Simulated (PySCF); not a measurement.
# Correlation energy of Si (silicon, neutral)

[Ne] 3s1 3p2 4s1, high-spin 5P determinant (an excited configuration). Computed with PySCF 2.14 in x2c-TZVPPall with one added diffuse shell each of s, p, d type (6s6p4d1f, 51 functions), with the spin-free X2C one-electron Hamiltonian (Gaussian nucleus). Frozen: [Ne]; 4 electrons correlated.

```json
{"level": "CCSD", "correlation energy (mhartree)": "-23.65"}
{"level": "(T)", "correlation energy (mhartree)": "-0.40"}
{"level": "CCSD(T)", "correlation energy (mhartree)": "-24.05"}
```

Diagnostics: T1 = 0.011, D1 = 0.0310, largest double amplitude 0.041.

The outer electron is Rydberg-like, and this basis confines it to a smaller radius and binds it less than a complete one would.

Cost of the coupled-cluster step: of the order of 1.6 core-seconds, for 4 correlated electrons.
